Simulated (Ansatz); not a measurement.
Problem. Name a neutral molecule of B, N, Si and H with LUMO energy (B3LYP/def2-TZVPP) between -1.20 and -0.90 eV and size of the dipole moment (PBE/def2-TZVPP) between 1.85 and 2.15 D (Ansatz, PBE0-D4/def2-TZVP geometry).

Solution. `[SiH3]BN[SiH3]` (-1.17 eV, 2.04 D). Other molecules can fit too; these were computed, each in one conformer that needn't be the lowest.

B3LYP here is the variant with VWN-RPA as its local correlation; programs differ in this.
